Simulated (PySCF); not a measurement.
Cl2FGeHO, SMILES [OH][Ge]([F])([Cl])[Cl].

Geometry optimised at PBE-D3(BJ)/def2-SVP. The structure was generated by enumeration, and PubChem lists no compound with its InChIKey, so it may never have been made. The values are those of a single conformer.

All values below come from PBE-D3(BJ)/def2-SVP in PySCF.

Frequencies are harmonic and unscaled.

Computed normal modes with their intensities:
| mode | ν (cm⁻¹) | IR (km/mol) | moving atoms (share of kinetic energy) |
|---|---|---|---|
| 1 | 92 | 52.3 | H 58 %, Cl 21 %, F 13 % |
| 2 | 135 | 5.0 | Cl 62 %, O 11 %, Ge 10 %, F 9 % |
| 3 | 186 | 8.5 | Cl 24 %, H 23 %, F 23 %, O 15 %, Ge 15 % |
| 4 | 191 | 26.5 | F 27 %, Cl 25 %, O 19 %, Ge 19 %, H 9 % |
| 5 | 223 | 28.7 | O 30 %, F 28 %, Cl 20 %, Ge 15 % |
| 6 | 237 | 41.8 | O 44 %, F 33 %, Ge 12 %, Cl 9 % |
| 7 | 409 | 27.6 | Cl 75 %, Ge 19 % |
| 8 | 457 | 89.5 | Cl 58 %, Ge 41 % |
| 9 | 696 | 68.7 | F 57 %, O 26 %, Ge 17 % |
| 10 | 731 | 91.5 | O 54 %, Ge 24 %, F 22 % |
| 11 | 903 | 86.4 | H 91 % |
| 12 | 3707 | 96.9 | H 94 % |
